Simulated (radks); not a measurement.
Values are calculated unless marked as measured or tabulated.
W24+, configuration [Kr] 4d10 4f4 (the NIST ground configuration). Level of theory: scalar-relativistic Kohn-Sham, r2SCAN, spin-unpolarised, spherical densities, finite nucleus; meta-GGA in the generalised Kohn-Sham scheme; Fermi nuclear charge, rms radius 5.3658 fm (a radial shooting solver on a logarithmic mesh with Libxc functionals).

Normalised radial functions P(r) = r R(r), r in bohr:

| r | 3s | 4p | 4f |
|---|---|---|---|
| 0.001257 | 0.3699 | 0.0070 | 0.0000 |
| 0.001598 | 0.4398 | 0.0104 | 0.0000 |
| 0.002048 | 0.5211 | 0.0158 | 0.0000 |
| 0.002624 | 0.6103 | 0.0239 | 0.0000 |
| 0.003336 | 0.7005 | 0.0355 | 0.0000 |
| 0.004274 | 0.7913 | 0.0532 | 0.0000 |
| 0.005477 | 0.8687 | 0.0793 | 0.0000 |
| 0.006963 | 0.9149 | 0.1157 | 0.0000 |
| 0.008923 | 0.9107 | 0.1685 | 0.0001 |
| 0.01143 | 0.8250 | 0.2407 | 0.0002 |
| 0.01454 | 0.6359 | 0.3315 | 0.0004 |
| 0.01863 | 0.3082 | 0.4452 | 0.0011 |
| 0.02387 | -0.1524 | 0.5686 | 0.0026 |
| 0.03035 | -0.6784 | 0.6733 | 0.0060 |
| 0.03889 | -1.1877 | 0.7223 | 0.0139 |
| 0.04983 | -1.4708 | 0.6493 | 0.0309 |
| 0.06335 | -1.3221 | 0.4059 | 0.0645 |
| 0.08118 | -0.6046 | -0.0368 | 0.1310 |
| 0.104 | 0.5773 | -0.5795 | 0.2502 |
| 0.1322 | 1.7680 | -0.9785 | 0.4366 |
| 0.1695 | 2.4920 | -0.9622 | 0.7112 |
| 0.2172 | 2.3735 | -0.3451 | 1.0446 |
| 0.2761 | 1.6401 | 0.6380 | 1.3525 |
| 0.3538 | 0.7906 | 1.5148 | 1.5416 |
| 0.4533 | 0.2554 | 1.7381 | 1.4901 |
| 0.5763 | 0.0540 | 1.3148 | 1.1948 |
| 0.7385 | 0.0061 | 0.6592 | 0.7504 |
| 0.9464 | 0.0003 | 0.2084 | 0.3470 |
| 1.203 | 0.0000 | 0.0403 | 0.1124 |
| 1.542 | 0.0000 | 0.0037 | 0.0210 |

3s: eigenvalue -3524.2 eV, 2 radial nodes at r = 0.0221, 0.0929 bohr, <r> = 0.200 bohr, 90 % of the charge inside 0.294 bohr. 4p: eigenvalue -1116.7 eV, 2 radial nodes at r = 0.0798, 0.238 bohr, <r> = 0.453 bohr, 90 % of the charge inside 0.650 bohr. 4f: eigenvalue -705.99 eV, 0 radial nodes, <r> = 0.459 bohr, 90 % of the charge inside 0.700 bohr.
